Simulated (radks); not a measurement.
Values are calculated unless marked as measured or tabulated.
Ne3+, configuration [He] 2s2 2p2 5p1 (not the ground configuration). Code: a radial shooting solver on a logarithmic mesh with Libxc functionals. Model: non-relativistic Kohn-Sham, PBE, spin-polarised, spherical densities, point nucleus; open shells are filled with parallel spins first.

Radial electron density D(r) = 4 pi r^2 rho(r):

```
   r/bohr * D(r) (the largest magnitude, 10.9, reaches the edge; | marks zero)
 0.005031 |*
 0.006551 | *
 0.008599 |  *
   0.0112 |   *
   0.0147 |     *
  0.01914 |         *
  0.02492 |              *
  0.03271 |                     *
  0.04259 |                              *
   0.0559 |                                        *
  0.07279 |                                                 *
  0.09478 |                                                      *
   0.1244 |                                                    *
    0.162 |                                           *
   0.2126 |                              *
   0.2769 |                     *
   0.3605 |                    *
   0.4732 |                         *
   0.6162 |                           *
   0.8088 |                     *
    1.053 |           *
    1.371 |   *
      1.8 |*
    2.344 *
    3.077 *
    4.006 *
    6.847 |*
    8.916 |*
     11.7 *
    15.24 *
```

D(r) has 4 maxima, at r = 0.103, 0.587, 3.64, 7.97 bohr, and minima at 0.328, 2.48 bohr, inside which lie 2.20, 6.05 electrons.
